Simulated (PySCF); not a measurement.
Identify the unknown among the candidates.

All candidates are C6H12OSi2.

| technique | computed result |
| --- | --- |
| 1H NMR | chemical shifts (computed TMS as zero) by class: 5.96 (1 H), 5.65 (1 H), 5.14 (3 H), 4.95 (2 H), 2.46 (2 H), 2.28 (3 H) ppm [GIAO PBE0/pcSseg-1] |
| 13C NMR | chemical shifts (computed TMS as zero) by class: 142.0 (1 C), 116.4 (1 C), 103.4 (1 C), 83.1 (1 C), 25.4 (1 C), 6.1 (1 C) ppm [GIAO PBE0/pcSseg-1] |
| Rotational structure | rotational constants A, B, C: 1.578, 0.497, 0.405 GHz [GFN2-xTB] |
| NMR, other nuclei | isotropic shieldings of nuclei other than C and H, by class: 327 (1 O), 380 (1 Si), 394 (1 Si) ppm [GIAO PBE0/pcSseg-1] |
| Dipole | 0.95 D [PBE0/pcSseg-1] |

The electronic properties come from PySCF, for the isolated species, density fitting. Levels stand in brackets. One conformer (not necessarily the lowest) at the GFN2-xTB geometry, without solvent, vibrations or thermal averaging. NMR values are class means; diastereotopic atoms form classes of their own.

Problem. Which candidate is it?
A. `C=CC1=C(CCO)[SiH2][SiH2]1`
B. `CC#C/C=C\C[SiH2]O[SiH3]`
C. `CC1=CC[C@@H]2[SiH2]O[SiH2][C@H]12`
D. `[SiH3][C@]1(C2CC2)C=CO[SiH2]1`
E. `C[SiH2]c1ccc(C[SiH3])o1`

Solution. B. It is `CC#C/C=C\C[SiH2]O[SiH3]`. Numbering: `[CH3:1][C:2]#[C:3]/[CH:4]=[CH:5]\[CH2:6][SiH2:7][O:8][SiH3:9]`. Its formula, C6H12OSi2, gives 3 degrees of unsaturation: 0 rings and 3 π bonds in the structure found. 6 carbons fall into 6 classes; from least to most shielded: alkene CH carbon [C5] (142.0 ppm), alkene CH carbon [C4] (116.4 ppm), alkyne carbon [C2] (103.4 ppm), alkyne carbon [C3] (83.1 ppm), sp3 carbon bound to silicon [C6] (25.4 ppm), propargylic carbon [C1] (6.1 ppm). Hydrogen classes from least to most shielded: 1 H on an alkene CH carbon, C5 (5.96 ppm), 1 H on an alkene CH carbon, C4 (5.65 ppm), 3 H on an oxygen-bound silicon, Si9 (5.14 ppm), 2 H on an oxygen-bound silicon, Si7 (4.95 ppm), 2 H on an sp3 carbon bound to silicon, C6 (2.46 ppm, a mean of values up to 1.0 ppm apart in this geometry), 3 H on a propargylic carbon, C1 (2.28 ppm). The other shieldings belong to: 327 ppm, siloxane oxygen [O8]; 380 ppm, oxygen-bound silicon [Si7]; 394 ppm, oxygen-bound silicon [Si9]. The optimised geometry has point group C1 and is an asymmetric top.

The others, at the same levels:
- `C[SiH2]c1ccc(C[SiH3])o1` fails: its computed 13C shifts are 166.0 (1 C), 154.9 (1 C), 129.7 (1 C), 111.5 (1 C), 14.1 (1 C), -9.2 (1 C) ppm, 1H shifts are 6.86 (1 H), 6.23 (1 H), 4.75 (2 H), 3.98 (3 H), 2.41 (2 H), 0.35 (3 H) ppm and rotational constant A is 2.795 GHz (against 1.578 GHz).
- `[SiH3][C@]1(C2CC2)C=CO[SiH2]1` fails: its computed 13C shifts are 153.0 (1 C), 117.7 (1 C), 30.5 (1 C), 16.9 (1 C), 8.7 (1 C), 6.0 (1 C) ppm, 1H shifts are 6.49 (1 H), 5.28 (1 H), 5.12 (1 H), 5.00 (1 H), 3.99 (3 H), 1.00 (1 H), 0.74 (1 H), 0.53 (1 H), 0.49 (1 H), -0.33 (1 H) ppm and rotational constant A is 1.461 GHz (against 1.578 GHz).
- `CC1=CC[C@@H]2[SiH2]O[SiH2][C@H]12` fails: its computed 13C shifts are 148.9 (1 C), 128.0 (1 C), 47.8 (1 C), 41.8 (1 C), 32.3 (1 C), 20.3 (1 C) ppm, 1H shifts are 5.39 (1 H), 5.29 (1 H), 5.27 (1 H), 5.06 (1 H), 4.88 (1 H), 2.74 (1 H), 2.63 (1 H), 2.60 (1 H), 2.40 (1 H), 1.84 (3 H) ppm and rotational constant A is 1.965 GHz (against 1.578 GHz).
- `C=CC1=C(CCO)[SiH2][SiH2]1` fails: its computed 13C shifts are 171.1 (1 C), 169.0 (1 C), 141.0 (1 C), 130.1 (1 C), 66.2 (1 C), 38.2 (1 C) ppm, 1H shifts are 7.09 (1 H), 5.69 (1 H), 5.66 (1 H), 4.81 (2 H), 4.74 (2 H), 4.05 (2 H), 2.52 (2 H), 0.00 (1 H) ppm and rotational constant A is 1.815 GHz (against 1.578 GHz).

Each candidate is one conformer, not necessarily the lowest. The conformers computed, where there is a choice (atom-mapped SMILES and torsion angles):
- `[CH3:1][C:2]#[C:3]/[CH:4]=[CH:5]\[CH2:6][SiH2:7][O:8][SiH3:9]`: C4–C5–C6–Si7 97°, C5–C6–Si7–O8 -179°
- `[CH3:1][SiH2:2][c:3]1[cH:4][cH:5][c:6]([CH2:7][SiH3:8])[o:9]1`: C1–Si2–C3–C4 -12°, C5–C6–C7–Si8 -105°
- `[SiH3:1][C@:2]1([CH:3]2[CH2:4][CH2:5]2)[CH:6]=[CH:7][O:8][SiH2:9]1`: Si1–C2–C3–C4 91°
- `[CH2:1]=[CH:2][C:3]1=[C:4]([CH2:5][CH2:6][OH:7])[SiH2:8][SiH2:9]1`: C1–C2–C3–C4 -179°, C3–C4–C5–C6 154°, C4–C5–C6–O7 53°, H–O7–C6–C5 59°

The conformers of `CC1=CC[C@@H]2[SiH2]O[SiH2][C@H]12` aren't listed.
